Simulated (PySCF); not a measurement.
## Ionising RbSi

PBE; basis Rb def2-SVPD with ECP28, Si def2-SVPD; scalar-relativistic core potentials; PySCF 2.14. Neutral (UKS): quartet (σ ↑, π ↑↑), Re = 3.229 Å, ωe = 166 cm⁻¹, De = 1.58 eV, HOMO -2.97 eV, LUMO -2.07 eV.

RbSi⁺ (UKS): triplet (σ ↑, π ↑), Re = 3.855 Å, ωe = 78.0 cm⁻¹, De = 0.32 eV to Rb⁺ + Si. The energies at the minima are -313.26517 hartree for RbSi and -313.06143 for RbSi⁺.

Task: Work out the adiabatic ionisation energy, without and with harmonic zero-point energies (1 hartree = 27.2114 eV, 1 eV = 8065.5 cm⁻¹), and the change of the bond length.

Result: At PBE: 0.20374 hartree = 5.544 eV between the minima; the zero-point term (78.0 − 166.0)/2 cm⁻¹ = -0.005 eV makes it 5.539 eV. Re changes by +62.6 pm against the neutral. The electron leaves a π orbital, and the ion is left as a loose complex of an ion and an atom.

Weak bonds: RbSi⁺. Basis-set superposition, not corrected here, can be much of De in a small basis, most of all at correlated wavefunction levels. Spin–orbit coupling is left out. For an ion De counts to the pair picked by the measured ionisation energies or electron affinities, which need not be the lowest pair at this level. States were picked by a PBE0 search and need not be the measured ground states.
